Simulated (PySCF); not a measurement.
# Electronic absorption of C6H8S2

Compound: C₆H₈S₂.
Z-matrix (Å and degrees, GFN2-xTB geometry), rows numbered from 1:
```
C 
C   1  1.3179
C   2  1.4986  1  133.41
C   3  1.5337  2   95.27  1   179.62
C   4  1.5235  3  117.86  2   122.82
S   5  1.8320  4   91.76  3   110.97
C   4  1.5235  3  117.78  2  -122.25
S   2  1.7711  1  130.29  3   179.79
H   1  1.0749  2  121.84  3   179.94
H   1  1.0766  2  120.76  3     0.12
H   3  1.0919  2  113.19  1    61.40
H   3  1.0918  2  113.06  1   -62.25
H   5  1.0881  4  116.02  3    -6.50
H   5  1.0890  4  113.57  3  -135.60
H   7  1.0881  4  115.95  3     6.50
H   7  1.0891  4  113.65  3   135.55
```

Computed, not measured: PySCF, TDDFT PBE0/def2-SVPD, vertical, gas phase, core orbitals frozen in the response.

| state | λ (nm) | E (eV) | f | symmetry | main configurations (H = HOMO, L = LUMO) |
| --- | --- | --- | --- | --- | --- |
| S1 | 284.4 | 4.36 | 0.0003 | – | H→L (97%) |
| S2 | 261.5 | 4.74 | 0.0001 | – | H-1→L+1 (65%), H-1→L+2 (32%) |
| S3 | 243.6 | 5.09 | 0.015 | A′ | H-1→L (98%) |
| S4 | 225.1 | 5.51 | 0.155 | A′ | H→L+1 (94%) |
| S5 | 220.8 | 5.61 | 0.113 | A′ | H→L+2 (91%) |
| S6 | 216.0 | 5.74 | 0.0000 | – | H-1→L+2 (65%), H-1→L+1 (33%) |
| S7 | 215.2 | 5.76 | 0.0062 | A″ | H→L+3 (97%) |
| S8 | 209.6 | 5.91 | 0.017 | A′ | H-1→L+3 (55%), H-1→L+4 (43%) |

Triplets, Tamm–Dancoff:

```csv
state,E (eV),λ (nm),"main configurations (H = HOMO, L = LUMO)"
T1,3.85,321.6,"H→L+2 (56%), H→L+1 (32%)"
T2,3.99,310.4,H→L (94%)
T3,4.23,292.8,"H-1→L+1 (63%), H-1→L+2 (32%)"
```

The lowest singlet comes at 284 nm (421 kJ/mol) in the ultraviolet; it is dark (f under 0.0005); its leading configuration is HOMO→LUMO (97%). The most intense listed level is S4 at 5.51 eV (225 nm, f = 0.155), 1.15 eV above S1. Löwdin shares by element: HOMO carbon 45% or more, sulfur 44% or more; LUMO sulfur 56%, carbon 26% or more (atoms not listed hold the other 19%). The listed states span 1.55 eV, and the widest gap between neighbours is 0.42 eV (S3 to S4). Of the 8 states listed, 4 reach f = 0.01 and 3 stay under 0.0005. Weighted by f, the mean energy of these states is 5.55 eV. Symmetry labels in Cs follow from the direction of the transition dipole and are given only for states with f of 0.002 or more. Only the lowest 8 singlets were computed, as vertical energies without vibronic structure.

The run took 82 s of wall time on Arm Neoverse N1, one thread, shared host.
